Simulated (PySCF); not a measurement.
## A search over the determinants of SnGe

Unrestricted PBE0; PySCF, scalar-relativistic core potentials, basis sets Sn def2-SVP with ECP28, Ge def2-SVP. Outer shells of the fragments: Sn 4d10 5s2 5p2; Ge 3d10 4s2 4p2.

Followed along the bond (rough minima from three points):

```tsv
2Ms+1	unpaired	⟨S²⟩ at the start	R at minimum (Å)	Te (eV)
3	π ↑↑	2.00	2.58	0.00
1	π ↑↓	1.00	2.59	0.20
3	σ ↑, π ↑	2.02	2.46	0.27
1	σ ↓, π ↑	1.01	2.46	0.46
1	none	0.00	2.61	0.76
```

Solutions found at the starting distance of 2.510 Å, counted from the lowest of them; the search is not exhaustive and high or unbound solutions are not listed, so other states can lie among these:

| 2Ms+1 | unpaired | term | E (eV) | ⟨S²⟩ | ⟨Lz²⟩ | μ (D) |
| --- | --- | --- | --- | --- | --- | --- |
| 3 | π ↑↑ | ³Σ⁻ | 0.00 | 2.00 | 0.00 | -0.66 |
| 1 | π ↑↓ | mixed | 0.20 | 1.00 | 2.01 | -0.62 |
| 3 | σ ↑, π ↑ | ³Π | 0.25 | 2.02 | 1.00 | -0.81 |
| 1 | σ ↓, π ↑ | mixed | 0.44 | 1.01 | 1.00 | -0.79 |
| 1 | none | mixed | 0.78 | 0.00 | 2.00 | -0.50 |
| 5 | σ ↑, π ↑↑↑ | ⁵Π | 1.21 | 6.00 | 1.00 | -0.49 |
| 3 | σ ↑, π ↑↑↓ | mixed | 1.73 | 3.01 | 3.02 | -0.46 |
| 3 | σ ↓, π ↑↑↑ | mixed | 1.79 | 3.02 | 1.00 | -0.48 |
| 3 | π ↑↑ | mixed | 2.24 | 2.01 | 2.01 | -0.07 |
| 5 | π ↑↑↑↑ | ⁵Σ⁺ | 3.72 | 6.01 | 0.00 | 0.00 |

A term symbol is given only where ⟨S²⟩ and ⟨Lz²⟩ are close to those of a pure state; real π, δ and φ orbitals otherwise mix terms. A positive dipole means Sn(−)Ge(+).

Spin–orbit coupling is left out.
